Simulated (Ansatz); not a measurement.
`OC[SiH2][SbH2]` and `OC[SiH2]CCl` differ in one atom or group.

Ansatz, PBE0-D4/def2-TZVP geometries, multiplicity 1. Each molecule was computed in one conformer, which needn't be the lowest.

Elements past krypton have def2 core potentials.

```csv
property,`OC[SiH2][SbH2]`
LUMO energy (PBE/def2-TZVPP) / eV,-1.24
size of the dipole moment (ωB97M-V/def2-TZVPP) / D,1.36
size of the dipole moment (B3LYP/def2-TZVPP) / D,1.40
LUMO energy (PBE0/def2-TZVPP) / eV,-0.48
HOMO energy (PBE/def2-TZVPP) / eV,-6.01
size of the dipole moment (PBE/def2-TZVPP) / D,1.25
```

What does the change do to each property? (An estimate is asked.)

Computed: 
```json
{"property": "LUMO energy (PBE/def2-TZVPP) / eV", "`OC[SiH2]CCl`": "-1.04", "shift": "0.20"}
{"property": "size of the dipole moment (ωB97M-V/def2-TZVPP) / D", "`OC[SiH2]CCl`": "2.59", "shift": "1.23"}
{"property": "size of the dipole moment (B3LYP/def2-TZVPP) / D", "`OC[SiH2]CCl`": "2.57", "shift": "1.17"}
{"property": "LUMO energy (PBE0/def2-TZVPP) / eV", "`OC[SiH2]CCl`": "-0.02", "shift": "0.46"}
{"property": "HOMO energy (PBE/def2-TZVPP) / eV", "`OC[SiH2]CCl`": "-5.95", "shift": "0.06"}
{"property": "size of the dipole moment (PBE/def2-TZVPP) / D", "`OC[SiH2]CCl`": "2.39", "shift": "1.14"}
```

With PBE0 the HOMO falls by 0.27 eV and the LUMO rises by 0.46 eV, so the gap widens by about 0.73 eV. PBE moves the HOMO by 0.06 eV and ωB97M-V by -0.61 eV. Dipoles are sizes alone; their direction can turn.

B3LYP here is the variant with VWN-RPA as its local correlation; programs differ in this.

Spin–orbit coupling is left out; it splits and shifts lone-pair levels of the heavy atoms by tenths of an eV.
